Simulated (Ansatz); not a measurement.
Two isomers of CH6AlBO: A = `B[CH2][AlH][OH]`, B = `C[BH][AlH][OH]`.

Calculated with Ansatz (gas phase, PBE0-D4/def2-TZVP geometries, no zero-point term in ΔE). CBS: MP2 limit from def2 TZ/QZ plus the TZ coupled-cluster correction, frozen cores. Functionals use def2-TZVPP. One conformer a species, not always the lowest.

Q: Which isomer does CCSD(T)/CBS put lower? Give the gap. (Estimate.)

A: Ansatz gave: A, by 73.3 kJ/mol.

Q: Give E(B) − E(A) in kJ/mol with CCSD/def2-TZVPP, B2PLYP, ωB97M-V, LDA (SPW92), PBE-D4, HF/def2-TZVPP, r2SCAN-D4. (Estimate.)

A: Computed: CCSD/def2-TZVPP 70.6, B2PLYP 73.9, ωB97M-V 76.9, LDA (SPW92) 74.8, PBE-D4 69.4, HF/def2-TZVPP 63.7, r2SCAN-D4 77.0. None reverses the order clearly.

Q: Does the order hold for the free energy at 298.15 K (harmonic terms from PBE0-D4)? (Best estimate.)

A: Computed: Yes: G(B) − G(A) = +73.9 kJ/mol, for one conformer each. Modes under 60 cm⁻¹, often nearly free rotors, make the harmonic entropy too high.

Largest T1 diagnostic: 0.013.

Leaving LDA and LC-ωPBE aside and taking each functional with its dispersion term where it has one, the values, not all of them listed here, spread over 8.0 kJ/mol, from revPBE-D4 to r2SCAN-D4. LDA lies +6.8 kJ/mol from PBE without D4. In def2-TZVPP, CCSD(T) changes the Hartree–Fock value by +9.5 kJ/mol (the triples alone add +2.6 kJ/mol) and MP2 by +18.1 kJ/mol.
